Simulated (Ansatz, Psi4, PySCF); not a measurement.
Cl$_{2}$Te (SMILES Cl[Te]Cl), singlet, geometry from GFN2-xTB (core potentials on Te). Base run: PySCF with REVPBE/def2-SVPD.

Here is a job for PySCF.
```python
from pyscf import gto, scf, dft

mol = gto.Mole()
mol.atom = '''
    Te   -0.01170558    0.01195986    0.61430806
    Cl    1.11463884    1.32379797   -0.94476070
    Cl   -1.07883353   -1.36038108   -0.93429926
'''
mol.basis = 'def2-svpd'
mol.ecp = {'Te': 'def2-svpd'}
mol.verbose = 4
mol.build()

mf = dft.RKS(mol)
mf.xc = 'revpbe'
mf.kernel()
```

The same geometry, method and basis name were run in Ansatz (an electronic-structure program) and Psi4 and PySCF, at each program's defaults and at the settings that a row names. The base is PySCF at its defaults. Differences at the defaults can come from grids, fitting, cores and function types together.

```json
[
 {"code and settings": "PySCF, defaults (exact integrals, its default grid, spherical functions)", "ΔE vs base (mEh)": "0.000", "basis functions": "89", "E (Eh)": "-1188.04609", "SCF cycles": "11", "dipole (D)": "1.94"},
 {"code and settings": "Psi4, defaults (density fitting with its default set, its default grid, spherical functions)", "ΔE vs base (mEh)": "-0.080", "basis functions": "89", "E (Eh)": "-1188.04617", "SCF cycles": "11", "dipole (D)": "1.94"},
 {"code and settings": "Ansatz, defaults (factorised integrals, its default grid, spherical functions)", "ΔE vs base (mEh)": "-0.005", "basis functions": "89", "E (Eh)": "-1188.04609", "SCF cycles": "-", "dipole (D)": "-"},
 {"code and settings": "PySCF, density fitting with def2-universal-jkfit", "ΔE vs base (mEh)": "-0.058", "basis functions": "89", "E (Eh)": "-1188.04615", "SCF cycles": "11", "dipole (D)": "1.94"},
 {"code and settings": "PySCF, fine grid", "ΔE vs base (mEh)": "-0.002", "basis functions": "89", "E (Eh)": "-1188.04609", "SCF cycles": "11", "dipole (D)": "1.94"},
 {"code and settings": "Psi4, exact integrals, spherical functions, fine grid", "ΔE vs base (mEh)": "-0.011", "basis functions": "89", "E (Eh)": "-1188.04610", "SCF cycles": "13", "dipole (D)": "1.94"},
 {"code and settings": "Ansatz, high accuracy", "ΔE vs base (mEh)": "-0.004", "basis functions": "89", "E (Eh)": "-1188.04609", "SCF cycles": "-", "dipole (D)": "-"}
]
```
